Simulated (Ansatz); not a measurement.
SeH+, multiplicity 3 (lowest of 2S+1 = 1, 3, 5 at CCSD(T)/def2-TZVPP on PBE0 minima; our sources give no spin for the ground state, which may be another), most abundant isotopes (1.0078 and 79.9165 u). Constants from fifth-degree fits in 1/R to seven points on the lowest solution found; no spin–orbit coupling, no relativity up to Kr; ω_e x_e and α_e move by some per cent with the fit.

Correlated levels freeze the inner cores; with def2 sets outer-core shells near the valence are correlated too. CBS(a, b) extrapolates the correlation energy as X⁻³ and adds the Hartree–Fock energy of set b.

The values were computed with Ansatz (an electronic-structure program). Values without a source in brackets are computed.

```json
[
 {"level": "PBE/def2-TZVPP", "r_e (Å)": "1.5053", "ω_e (cm⁻¹)": "2252.8", "ω_e x_e (cm⁻¹)": "39.8", "α_e (cm⁻¹)": "0.214"},
 {"level": "CCSD(T)/CBS(def2-TZVPP, def2-QZVPP)", "r_e (Å)": "1.4816", "ω_e (cm⁻¹)": "2347.1", "ω_e x_e (cm⁻¹)": "40.0", "α_e (cm⁻¹)": "0.215"}
]
```

Question: Predict ω_e, ω_e x_e, B_e and the fall in zero-point energy on putting deuterium (2.014102 u) for H, at CCSD(T)/CBS(def2-TZVPP, def2-QZVPP).

Answer: 
The curve stays; ρ = √(μ_H/μ_D) = √(0.99527/1.96459) = 0.71176. ω_e scales with ρ: 1671 cm⁻¹; ω_e x_e and B_e with ρ²: 20.3 and 3.909 cm⁻¹. The zero-point energy falls by 333 cm⁻¹, by which D₀ of the deuteride is larger.
